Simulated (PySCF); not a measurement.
Structure with atom numbers: `[CH:1]#[C:2][Si@H:3]([SiH3:4])[C:5]#[N:6]`; H(Xn) means a hydrogen on atom n.

Geometry: PBE0-D3(BJ)/def2-SVP; GIAO shifts from PySCF, gas phase, non-relativistic, averaged over equivalent atoms.

At PBE0/6-31G (72 basis functions, 4.9 s wall time on 1 thread of an Arm Neoverse V2, shared host):
```csv
atoms,δ (ppm)
C5,117.6
C1,100.5
C2,71.1
Si3,-63.8
Si4,-74.7
N6,331.1
H(Si3),4.65
H(Si4),3.47
H(C1),2.95
```

Referencing at the same level of theory: ¹³C (σref 199.54), ²⁹Si (σref 444.75), ¹H (σref 32.61) against TMS; ¹⁵N (σref 260.69) against NH3.

Predict the values at PBE0/aug-cc-pVDZ on the same geometry.

Answers


```json
{"atoms": "C5", "δ at PBE0/aug-cc-pVDZ": "118.0", "change": "+0.4"}
{"atoms": "C1", "δ at PBE0/aug-cc-pVDZ": "99.2", "change": "-1.3"}
{"atoms": "C2", "δ at PBE0/aug-cc-pVDZ": "73.1", "change": "+2.0"}
{"atoms": "Si3", "δ at PBE0/aug-cc-pVDZ": "-79.9", "change": "-16.1"}
{"atoms": "Si4", "δ at PBE0/aug-cc-pVDZ": "-91.1", "change": "-16.4"}
{"atoms": "N6", "δ at PBE0/aug-cc-pVDZ": "336.4", "change": "+5.3"}
{"atoms": "H(Si3)", "δ at PBE0/aug-cc-pVDZ": "4.99", "change": "+0.34"}
{"atoms": "H(Si4)", "δ at PBE0/aug-cc-pVDZ": "3.86", "change": "+0.39"}
{"atoms": "H(C1)", "δ at PBE0/aug-cc-pVDZ": "2.58", "change": "-0.37"}
```

Chemical shifts δ = σref − σ; ¹³C (σref 195.12), ²⁹Si (σref 416.72), ¹H (σref 31.39) vs TMS; ¹⁵N (σref 269.84) against NH3, all at this level.

The largest change is at Si4 (silicon bonded to Si, 3 H). Cost: 191 basis functions, 25 s wall time on 1 thread of an Arm Neoverse V1, shared host. The order of the carbon signals is the same at both levels.

Experimental scales use liquid or dissolved standards, which lie at an offset from isolated NH3 (liquid NH3: subtract about 20 ppm). Unscaled 15N shifts of sp2 nitrogen come out 20 to 40 ppm too high even then.
